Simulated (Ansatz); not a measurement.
Reactions of `COB(C)OC`.

Gas-phase electronic energies from Ansatz, PBE0-D4/def2-TZVP geometries. CBS: MP2 limit from def2 TZ/QZ plus the TZ coupled-cluster correction, frozen cores. This one scheme is used for every species, atoms too. DFT in def2-TZVPP. No spin–orbit coupling; open shells (•) take unrestricted orbitals. Spin–orbit coupling would lower the free atoms: a little for B, C, O. Elements past krypton have def2 core potentials. Bonds to Br, Ga, Sn are less sure, by a few kJ/mol each and by 10 to 20 or more in all where they break to atoms, as the def2 sets lack core-valence functions. Scalar relativity is left out up to krypton. Each species was taken in one conformer, which may not be the lowest.

```tsv
reaction	HF/CBS(def2) (kJ/mol)	B2PLYP (kJ/mol)	ωB97X-V (kJ/mol)
`COB(C)OC` + H–F → `COB(F)OC` + CH₄	-169	-148	-142
`COB(C)OC` + `OC(F)Cl` → `COB(O)OC` + `CC(F)Cl`	-145	-132	-126
`COB(C)OC` + H–F → `COB(C)F` + CH₃OH	-27	-16	-15
`COB(C)OC` → B• + 3 C• + 9 H• + 2 O•	4561	6043	6097
`COB(C)OC` + `[SH][SnH]([Cl])[Cl]` → `COB(C)S` + `C[O][SnH]([Cl])[Cl]`	110	94	91
`COB(C)OC` + `CO[SiH](O)[GaH2]` → trimethyl borate + `C[SiH](O)[GaH2]`	-17	-10	-10
`COB(C)OC` → `[CH2]` (triplet) + `COB(C)O`	243	374	396
`COB(C)OC` + HBr → `COB(C)Br` + CH₃OH	52	45	46
`COB(C)OC` + `CN[SiH](S)Cl` → `COB(C)S` + `CN[SiH](Cl)OC`	11	13	14
`COB(C)OC` + `[F][Sn]([F])([Cl])[Br]` → `COB(Br)OC` + `[CH3][Sn]([F])([F])[Cl]`	19	6	8
```

(1) Give the CCSD(T)/CBS values in the same order. (Estimate.)

Largest T1 diagnostic: 0.014, for B•.

## Answers

(1) Computed: -135, -134, -8, 6086, 90, -9, 381, 41, 13, 5 kJ/mol.
